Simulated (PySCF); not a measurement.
F3Sn, doublet, geometry from GFN2-xTB (such geometries of metal compounds can be far from the true shape) (the spin is typed, not shown lowest) (core potentials on Sn); WB97X/def2-SVPD (PySCF).

The PySCF input:
```python
from pyscf import gto, scf, dft

mol = gto.M(
    atom='''
Sn   -0.025325    0.045338    0.108720
F    -1.772595   -1.241490   -0.142447
F     0.032899    1.905935   -1.034413
F     1.880389   -0.916323    0.572862
''',
    basis='def2-svpd',
    ecp={'Sn': 'def2-svpd'},
    charge=0,
    spin=1,
    verbose=4,
)

mf = dft.UKS(mol)
mf.xc = 'wb97x'
mf.kernel()
```

What the program printed (banner, timings and long lists left out):

```
PySCF version 2.14.0

[INPUT] verbose = 4
[INPUT] num. atoms = 4
[INPUT] num. electrons = 49
[INPUT] charge = 0
[INPUT] spin (= nelec alpha-beta = 2S) = 1
[INPUT] symmetry False subgroup None
[INPUT] Mole.unit = angstrom
[INPUT] Symbol           X                Y                Z      unit          X                Y                Z       unit  Magmom
[INPUT]  1 Sn    -0.025325000000   0.045338000000   0.108720000000 AA   -0.047857314105   0.085676403036   0.205451024263 Bohr   0.0
[INPUT]  2 F     -1.772595000000  -1.241490000000  -0.142447000000 AA   -3.349719079773  -2.346076086386  -0.269185817266 Bohr   0.0
[INPUT]  3 F      0.032899000000   1.905935000000  -1.034413000000 AA    0.062170099772   3.601695161223  -1.954757269690 Bohr   0.0
[INPUT]  4 F      1.880389000000  -0.916323000000   0.572862000000 AA    3.553420217645  -1.731599511640   1.082552287171 Bohr   0.0

nuclear repulsion = 178.307024793956
number of shells = 39
number of NR pGTOs = 166
number of NR cGTOs = 101
basis = def2-svpd
ecp = {'Sn': 'def2-svpd'}

******** <class 'pyscf.dft.uks.UKS'> ********
method = UKS
initial guess = minao
damping factor = 0
level_shift factor = 0
DIIS = <class 'pyscf.scf.diis.CDIIS'>
diis_start_cycle = 1
diis_space = 8
diis_damp = 0
SCF conv_tol = 1e-09
SCF conv_tol_grad = None
SCF max_cycles = 50
direct_scf = True
direct_scf_tol = 1e-13
number electrons alpha = 25  beta = 24
XC library pyscf.dft.libxc version 7.1.2
    S. Lehtola, C. Steigemann, M. J. T. Oliveira, and M. A. L. Marques,  SoftwareX 7, 1–5 (2018)
XC functionals = wb97x
    J.-D. Chai and M. Head-Gordon,  J. Chem. Phys. 128, 084106 (2008)
radial grids:
    Treutler-Ahlrichs [JCP 102, 346 (1995); DOI:10.1063/1.469408] (M4) radial grids

becke partition: Becke, JCP 88, 2547 (1988); DOI:10.1063/1.454033
pruning grids: <function nwchem_prune>
grids dens level: 3
symmetrized grids: False
atomic radii adjust function: <function treutler_atomic_radii_adjust>
small_rho_cutoff = 0
Set gradient conv threshold to 3.16228e-05
tot grids = 64744
init E= -489.846052292875

cycle= 1 E= -513.088273940778  delta_E= -23.2  |g|= 1.25  |ddm|= 5.34
cycle= 2 E= -513.501132129997  delta_E= -0.413  |g|= 0.595  |ddm|=  3.6
cycle= 3 E= -513.587784530535  delta_E= -0.0867  |g|= 0.151  |ddm|= 0.773
cycle= 4 E= -513.594897144235  delta_E= -0.00711  |g|= 0.0432  |ddm|= 0.122
cycle= 5 E= -513.595831429299  delta_E= -0.000934  |g|= 0.00603  |ddm|= 0.0451
cycle= 6 E= -513.595911948867  delta_E= -8.05e-05  |g|= 0.00161  |ddm|= 0.0236
cycle= 7 E= -513.5959225072  delta_E= -1.06e-05  |g|= 0.000662  |ddm|= 0.00927
cycle= 8 E= -513.595924726752  delta_E= -2.22e-06  |g|= 0.000304  |ddm|= 0.00416
cycle= 9 E= -513.595925104744  delta_E= -3.78e-07  |g|= 0.000251  |ddm|= 0.00182
cycle= 10 E= -513.59592516109  delta_E= -5.63e-08  |g|= 6.7e-05  |ddm|= 0.000499
cycle= 11 E= -513.595925172954  delta_E= -1.19e-08  |g|= 2.43e-05  |ddm|= 0.000265
cycle= 12 E= -513.595925175216  delta_E= -2.26e-09  |g|= 9.55e-06  |ddm|= 0.000137
cycle= 13 E= -513.595925175531  delta_E= -3.15e-10  |g|= 5e-06  |ddm|= 4.47e-05
Extra cycle  E= -513.595925175576  delta_E= -4.49e-11  |g|= 4.52e-06  |ddm|= 1.4e-05
converged SCF energy = -513.595925175576  <S^2> = 0.7712255  2S+1 = 2.0211141
```
